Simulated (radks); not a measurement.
Q: These are the eigenvalues of the occupied orbitals of an atom or ion with whole-number occupations (Ry). All-electron calculation, scalar-relativistic Kohn-Sham, BLYP, spin-unpolarised, spherical densities, point nucleus. Program: a radial shooting solver on a logarithmic mesh with Libxc functionals.

orbital  eigenvalue
1s        -1743.865
2s        -355.9525
2p        -333.2107
3s        -141.1846

Which element is it, and in what charge state? The configuration may be excited.

A: Z = 44, ruthenium, charge +32: Ru32+ in [Ne] 3s2. The list shows which subshells hold electrons but not how many an open one holds; the 1s level, -871.93 hartree, gives Z - s = 41.8 by -(Z - s)^2/2, which with screening and relativity narrows Z to a few neighbours, and the depths of the outer levels then fix element, charge and occupations together.
